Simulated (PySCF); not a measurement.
Ionisation energy of Er⁶³⁺ by level of theory

Er⁶³⁺ [He] 2s2 2p1 (2P) → Er⁶⁴⁺ [He] 2s2 (1S), as a difference of total energies. All numbers are calculated (PySCF 2.14, scalar relativity by spin-free X2C-1e, in an even-tempered Gaussian basis (19 s from 39 bohr⁻², ratio 2.2; 13 p from 51 bohr⁻², ratio 2.2; 5 d from 190 bohr⁻², ratio 2.4; 5 f from 280 bohr⁻², ratio 2.4; 4 g from 430 bohr⁻², ratio 2.4)). Correlated levels: nothing frozen; virtual orbitals above 40 to 60 times the deepest correlated orbital energy dropped. The calculations carry no spin-orbit coupling.

| method | ionisation energy (eV) |
| --- | --- |
| UHF | 14833.0 |
| LDA | 14823.3 |
| PBE | 14834.7 |
| PBE0 | 14834.5 |
| r2SCAN | 14838.0 |
| r2SCANh | 14837.6 |
| BLYP | 14837.0 |
| MP2 (all electrons) | 14832.7 |
| SCS-MP2 (all electrons) | 14832.4 |

A first-order spin-orbit estimate (lowest level to lowest level, LS coupling) adds 625.7 eV.

For this ion Breit and QED terms and the two-electron picture change, all absent here, outweigh the differences among the correlated methods.

First order in ζ underestimates the shift of j = l − 1/2 levels at high Z.

For comparison: 15511 ± 19 eV (theoretical estimate listed by NIST; NIST Atomic Spectra Database, ionization energies).
